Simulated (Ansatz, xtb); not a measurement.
Breaking the O3–H4 bond in BH3O2 (SMILES OBO) (multiplicity 1 held, fragments rigid). Energies count from the point at 0.965 Å.
Geometry at that point (charge 0, multiplicity 1):
```
atom    x (Å)    y (Å)    z (Å)
----  -------  -------  -------
B     -0.3250  -0.2721  -0.2335
H     -1.1097  -0.9871  -0.7786
O     -0.2746   1.0316  -0.6053
H      0.3860   1.5368  -0.1152
O      0.5165  -0.7231   0.7449
H      0.4133  -1.6573   0.9449
```

R- and RO- levels are restricted; in cc, def2 and unpolarised 6-31G sets they are followed outwards from rest. Unrestricted levels (U-) break spin symmetry where that is lower. Active spaces are followed from a long bond inwards. Levels need not reach the same state.

Cores are frozen in the correlated methods.

Programs: Ansatz (Gaussian orbitals); xtb for the GFN methods. Values without a source in brackets are computed. The GFN methods have no spin term and hold the electronic entropy of 300 K.

Energies in kcal/mol.

| R (Å) | GFN2-xTB | U-MP2/cc-pVDZ | R-CCSD(T)/cc-pVDZ | FIC-MRCISD+Q on CASSCF(4,3)/cc-pVDZ |
|---|---|---|---|---|
| 0.772 | 31.8 | 37.2 | 37.2 | 36.9 |
| 0.869 | 5.5 | 7.3 | 7.4 | 7.2 |
| 0.965 | 0.0 | 0.0 | 0.0 | 0.0 |
| 1.062 | 4.3 | 4.4 | 4.3 | 4.4 |
| 1.158 | 12.9 | 14.7 | 14.4 | 14.7 |
| 1.303 | 28.9 | 34.5 | 33.5 | 34.0 |
| 1.448 | 45.7 | 67.3 | 52.8 | 53.3 |
| 1.689 | 71.3 | 102.7 | 79.1 | 79.7 |
| 1.931 | 91.7 | 113.2 | 96.1 | 96.7 |
| 2.220 | 109.4 | 116.9 | 105.7 | 107.0 |
| 2.606 | 123.9 | 118.0 | 107.7 | 111.9 |
| 3.089 | 132.7 | 118.3 | 104.7 | 113.5 |

Doubts at one or more of the structures used: a spin-contaminated determinant (U-MP2/cc-pVDZ); a restricted determinant that unrestricted orbitals would lower (R-CCSD(T)/cc-pVDZ); other coupled-cluster roots lie near (R-CCSD(T)/cc-pVDZ); active orbitals that take no part (FIC-MRCISD+Q on CASSCF(4,3)/cc-pVDZ).

Ansatz is an electronic-structure program.
